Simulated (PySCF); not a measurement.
## Fractional electron number in Br (bromine, neutral)

The 4p beta orbital of [Ar] 3d10 4s2 4p5 is emptied in steps (occupation f), with all orbitals relaxed, ending at [Ar] 3d10 4s2 4p4. Calculation: PySCF 2.14, in aug-cc-pVTZ-DK (7s6p4d2f, 59 functions); scalar relativity by spin-free X2C-1e. The exact energy is a straight line in f; departures are measured from the line between the end points of the same method.

Task: Among UHF, LDA, PBE, PBE0, r2SCAN, LC-wPBE, BHandHLYP, wB97X, B3LYP, MN15, which shows the largest delocalisation error (convex curve), and which is closest to linear?

Result: Most convex: LDA (-1.100 eV at f = 0.4); closest to linear: LC-wPBE (-0.063 eV).

```csv
f,UHF (eV),LDA (eV),PBE (eV),PBE0 (eV),r2SCAN (eV),LC-wPBE (eV),BHandHLYP (eV),wB97X (eV),B3LYP (eV),MN15 (eV)
1,0.000,0.000,0.000,0.000,0.000,0.000,0.000,0.000,0.000,0.000
0.8,0.164,-0.726,-0.700,-0.488,-0.652,-0.043,-0.294,-0.116,-0.548,-0.358
0.6,0.238,-1.095,-1.052,-0.733,-0.970,-0.065,-0.446,-0.185,-0.826,-0.534
0.4,0.230,-1.100,-1.054,-0.733,-0.958,-0.063,-0.451,-0.199,-0.830,-0.532
0.2,0.149,-0.736,-0.702,-0.488,-0.627,-0.041,-0.305,-0.145,-0.556,-0.352
0,0.000,0.000,0.000,0.000,0.000,0.000,0.000,0.000,0.000,0.000
```

```json
{"method": "UHF", "E(f=0) − E(f=1) (eV)": "10.717", "−ε at f=1 (eV)": "11.780", "−ε at f=0.4 (eV)": "10.489"}
{"method": "LDA", "E(f=0) − E(f=1) (eV)": "12.073", "−ε at f=1 (eV)": "7.565", "−ε at f=0.4 (eV)": "12.968"}
{"method": "PBE", "E(f=0) − E(f=1) (eV)": "11.788", "−ε at f=1 (eV)": "7.432", "−ε at f=0.4 (eV)": "12.663"}
{"method": "PBE0", "E(f=0) − E(f=1) (eV)": "11.794", "−ε at f=1 (eV)": "8.749", "−ε at f=0.4 (eV)": "12.410"}
{"method": "r2SCAN", "E(f=0) − E(f=1) (eV)": "11.852", "−ε at f=1 (eV)": "7.756", "−ε at f=0.4 (eV)": "12.725"}
{"method": "LC-wPBE", "E(f=0) − E(f=1) (eV)": "11.858", "−ε at f=1 (eV)": "11.590", "−ε at f=0.4 (eV)": "11.917"}
{"method": "BHandHLYP", "E(f=0) − E(f=1) (eV)": "11.754", "−ε at f=1 (eV)": "9.937", "−ε at f=0.4 (eV)": "12.103"}
{"method": "wB97X", "E(f=0) − E(f=1) (eV)": "11.840", "−ε at f=1 (eV)": "11.151", "−ε at f=0.4 (eV)": "11.926"}
{"method": "B3LYP", "E(f=0) − E(f=1) (eV)": "11.917", "−ε at f=1 (eV)": "8.513", "−ε at f=0.4 (eV)": "12.590"}
{"method": "MN15", "E(f=0) − E(f=1) (eV)": "11.693", "−ε at f=1 (eV)": "9.453", "−ε at f=0.4 (eV)": "12.153"}
```

Reference removal energy between the ground levels: 11.814 eV (measured; NIST Atomic Spectra Database, ionization energies). The calculation has no spin-orbit coupling. UHF lacks correlation.
